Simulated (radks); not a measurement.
The numbers below are computed, except where a source is named.
Spherical quantum dot in the effective-mass picture: electrons in a well V = -V0 / (1 + exp((r - R)/a)) with V0 = 7.78, R = 5.37, a = 0.57, with a point charge +1 (a donor) at the centre, all in effective atomic units (hartree* = m*/eps^2 hartree, bohr* = eps/m* bohr), one dielectric constant everywhere. Level of theory: non-relativistic Kohn-Sham, PBEsol, spin-polarised, spherical densities (a radial shooting solver with Libxc functionals). Levels are named by radial order and angular momentum (1s, 1p, 1d, 2s, ...), and open shells are averaged over m. Results are scaled to m* = 0.272 and eps = 15, for which hartree* = 32.9 meV and bohr* = 2.918 nm. Each electron was tried in the lowest free levels, single moves between levels near the top were tried too, and the lowest total energy was kept; such a search can miss a lower state. At N = 1 the Hartree and exchange-correlation terms need not cancel, so that row can carry a self-interaction error.

\begin{tabular}{lrrrrr}
N & open shells & 2S & mu = E(N) - E(N-1) (meV) & addition energy mu(N+1) - mu(N) (meV) & e(HOMO) (meV) \\ \hline
1 & 1s(up 1, down 0) & 1 & -271.06 & 18.84 & -263.14 \\
2 & none & 0 & -252.22 & 23.84 & -246.25 \\
3 & 1p(up 1, down 0) & 1 & -228.38 & 8.908 & -224.04 \\
4 & 1p(up 2, down 0) & 2 & -219.47 & 9.190 & -214.88 \\
5 & 1p(up 3, down 0) & 3 & -210.28 & 11.74 & -205.69 \\
6 & 1p(up 3, down 1) & 2 & -198.54 & 8.330 & -194.45 \\
7 & 1p(up 3, down 2) & 1 & -190.21 & 8.566 & -185.94 \\
8 & none & 0 & -181.65 & 16.21 & -177.35 \\
9 & 2s(up 1, down 0) & 1 & -165.44 & 8.991 & -160.63 \\
10 & 1d(up 1, down 0) 2s(up 1, down 0) & 2 & -156.45 & 8.047 & -152.20 \\
11 & 1d(up 3, down 0) & 3 & -148.40 & 7.811 & -144.63 \\
12 & 1d(up 4, down 0) & 4 & -140.59 & 8.053 & -136.56 \\
13 & 1d(up 5, down 0) & 5 & -132.54 & 8.858 & -128.52 \\
14 & 1d(up 5, down 0) 2s(up 1, down 0) & 6 & -123.68 & 9.528 & -118.84 \\
15 & 1d(up 5, down 1) 2s(up 1, down 0) & 5 & -114.15 & 7.684 & -110.31 \\
16 & 1d(up 5, down 2) 2s(up 1, down 0) & 4 & -106.47 & 7.633 & -102.39 \\
17 & 1d(up 5, down 4) & 1 & -98.833 & 7.402 & -95.296 \\
18 & none & 0 & -91.432 & 8.494 & -87.571 \\
19 & 2s(up 1, down 0) & 1 & -82.938 & 12.75 & -78.046 \\
20 & none & 0 & -70.191 & 10.67 & -65.343 \\
21 & 1f(up 1, down 0) & 1 & -59.517 & 7.415 & -55.808 \\
22 & 1f(up 2, down 0) & 2 & -52.103 & 7.400 & -48.400 \\
23 & 1f(up 3, down 0) & 3 & -44.703 & 7.383 & -41.008 \\
24 & 1f(up 4, down 0) & 4 & -37.320 & 7.363 & -33.635 \\
25 & 1f(up 5, down 0) & 5 & -29.957 & - & -26.282 \\
\end{tabular}

All shells are closed at N = 2, 8, 18, 20 (there: 1s2 1p6 1d10 2s2); the second difference of the energy has clear peaks (12 % above both neighbours; the first and last values, which can be the largest, are not judged, and half-filled shells can peak too) at N = 2, 5, 8, 19.
